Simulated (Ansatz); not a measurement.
Species: H2BI, SMILES `BI` with one electron removed (charge 1, multiplicity 2), formula H$_{2}$BI.

**Question.** How many basis functions does frozen-core CCSD(T)/def2-TZVPP // PBE-D3(BJ)/def2-TZVP run with Ansatz (a quantum-chemistry and plane-wave program) use, how many core orbitals are frozen, and how many electrons are correlated?

**Answer.** 109 basis functions and 5 frozen orbitals, which leaves 21 correlated electrons (filled d shells below the valence shell are correlated). Core time is of the order of seconds.
